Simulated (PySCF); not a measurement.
PySCF input file for Al(OH)(OMe)(SH) (CH₅AlO₂S), SMILES C[O][Al]([OH])[SH], HF/pcSseg-1. The structure is a stationary point at r2SCAN-D4/def2-SVP. The structure was generated by enumeration; whether it is a known compound was not checked. The values are those of a single conformer.

```python
import numpy as np
from pyscf import gto, scf, dft
from pyscf.prop.nmr import rhf as nmr

mol = gto.M(
    atom='''
    Al   -0.47705303    0.14710761   -0.00000000
    O    -2.01762589    0.85599131   -0.00000000
    H    -2.84754606    0.37185903    0.00000000
    O    -0.28652740   -1.53059463    0.00000000
    C     0.71782406   -2.50070082   -0.00000000
    H     0.63035148   -3.14858003    0.89085212
    H     0.63035149   -3.14858003   -0.89085212
    H     1.73601136   -2.06627952   -0.00000000
    S     1.23455406    1.49385359    0.00000000
    H     0.42593799    2.57855556   -0.00000000
    ''',
    basis='pcSseg-1',
    charge=0,
    spin=0,
    max_memory=1600,
    verbose=3,
)
mf = scf.RHF(mol)
mf.conv_tol = 1e-10
mf.max_cycle = 100
mf.kernel()
n = nmr.NMR(mf)
n.verbose = 2
n.max_cycle_cphf = 60
sigma = n.kernel()
print('atom   isotropic/ppm   span/ppm')
for i, s in enumerate(sigma):
    w = np.linalg.eigvalsh((s + s.T) / 2)
    print(f'{mol.atom_symbol(i):2s}{i + 1:3d} {w.mean():14.3f} {w[2] - w[0]:11.3f}')
```

Log of the run:

```
converged SCF energy = -830.03986199612
atom   isotropic/ppm   span/ppm
Al  1        477.964     112.543
O   2        327.775      72.031
H   3         29.905      24.804
O   4        341.768     126.119
C   5        141.898      69.341
H   6         28.044      11.384
H   7         28.044      11.384
H   8         28.202      10.732
S   9        839.414     218.225
H  10         31.262      21.098
```

The calculation finished and met its thresholds.
